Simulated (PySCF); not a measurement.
# Successive I–H bond energies

Level of theory: PySCF, PBE0, basis I def2-TZVP with ECP28, H def2-TZVP (scalar-relativistic core potentials, no spin–orbit coupling, density fitting).

Each entry is the lowest minimum that a search over a few typed start shapes (and spin states, where more than one is plausible) found, or that minimum re-optimised at the stated level; isomers with ligand–ligand bonds, or fragments after loss of a ligand pair, can lie lower.

Total energies (Eh), which compare only within these settings: H atom -0.50106.

| species | 2S+1 | group | E (Eh) | ZPE (kJ/mol) |
| --- | --- | --- | --- | --- |
| IH₂ | 2 | C2v | -298.81470 | 15.0 |
| IH₃ | 1 | C2v | -299.36511 | 48.5 |
| IH₄ | 2 | D4h | -299.87567 | 53.6 |
| IH₅ | 1 | C4v | -300.40630 | 86.1 |
| IH₆ | 2 | Oh | -300.92441 | 91.0 |
| IH₇ | 1 | D5h | -301.41479 | 133.6 |

(1) What are De and D0 for IH₃ → IH₂ + H?

(2) What are De and D0 for IH₄ → IH₃ + H?

(3) What are De and D0 for IH₅ → IH₄ + H?

(4) What are De and D0 for IH₆ → IH₅ + H?

(5) What are De and D0 for IH₇ → IH₆ + H?

Answers

(1) De = [(-298.81470) + (-0.50106) − (-299.36511)] × 2625.5 = 130 kJ/mol. The zero-point energy changes by -33.5 kJ/mol, so D0 = 96 kJ/mol.

(2) De = [(-299.36511) + (-0.50106) − (-299.87567)] × 2625.5 = 25 kJ/mol. The zero-point energy changes by -5.1 kJ/mol, so D0 = 20 kJ/mol.

(3) De = [(-299.87567) + (-0.50106) − (-300.40630)] × 2625.5 = 78 kJ/mol. The zero-point energy changes by -32.5 kJ/mol, so D0 = 45 kJ/mol.

(4) De = [(-300.40630) + (-0.50106) − (-300.92441)] × 2625.5 = 45 kJ/mol. The zero-point energy changes by -4.9 kJ/mol, so D0 = 40 kJ/mol.

(5) De = [(-300.92441) + (-0.50106) − (-301.41479)] × 2625.5 = -28 kJ/mol. The zero-point energy changes by -42.6 kJ/mol, so D0 = -71 kJ/mol.

Atoms and open shells are unrestricted, without spin–orbit or basis-set superposition corrections.

Spin–orbit coupling can matter for elements this heavy.
